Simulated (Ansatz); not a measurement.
`C[Si](S)(Cl)Cl` + `C=O` → `C[Si](S)(Cl)C=O` + HCl  (formal exchange of groups at the Si–Cl bond)

Gas-phase electronic energies from Ansatz, PBE0-D4/def2-TZVP geometries. CBS: MP2 limit from def2 TZ/QZ plus the TZ coupled-cluster correction, frozen cores. This one scheme is used for every species. DFT in def2-TZVPP. Each species was taken in one conformer, which may not be the lowest.

`C[Si](S)(Cl)Cl`:

Cartesian coordinates in Å:
```
C 0.368 -0.659 0.956
Si 0.205 0.278 -0.627
S -1.270 1.802 -0.591
Cl 1.949 1.260 -1.047
Cl -0.178 -1.063 -2.131
H 0.606 0.028 1.771
H -0.568 -1.172 1.189
H 1.162 -1.404 0.872
H -2.274 0.929 -0.392
```

`C=O`:

Cartesian coordinates in Å:
```
C -0.004 0.002 -0.003
O 0.886 -0.399 0.688
H 0.159 0.293 -1.060
H -1.041 0.105 0.375
```

`C[Si](S)(Cl)C=O`:

Z-matrix (Å, degrees):
```
C
Si 1 1.847
H 1 1.091 2 110.7
H 1 1.092 2 110.0 3 -120.7
H 1 1.093 2 109.7 3 120.5
S 2 2.133 1 114.4 3 -55.5
Cl 2 2.053 1 112.0 3 63.9
C 2 1.920 1 110.2 3 -177.1
H 6 1.346 2 92.9 1 -53.4
O 8 1.206 2 120.7 1 19.2
H 8 1.115 2 119.1 1 -163.0
```

HCl:

Cartesian coordinates in Å:
```
Cl -0.553 0.091 -0.308
H 0.553 -0.091 0.308
```

CCSD(T)/CBS gives +1.17 eV.

(1) Another level gave +1.20 eV. Which?
A. SCS-MP2/def2-TZVPP
B. HF/def2-TZVPP
C. PBE/def2-TZVPP
D. PBE0/def2-TZVPP

Largest T1 diagnostic among the species: 0.015.

Answers

(1) A. SCS-MP2/def2-TZVPP 1.20, PBE0 1.15, PBE 1.08, HF/def2-TZVPP 1.27 eV.

In def2-TZVPP, CCSD(T) changes the Hartree–Fock value by −0.13 eV (the triples alone add −0.02 eV) and MP2 by −0.05 eV. From PBE to PBE0 (25 % exact exchange), in def2-TZVPP and without D4, ΔE moves by +0.07 eV.
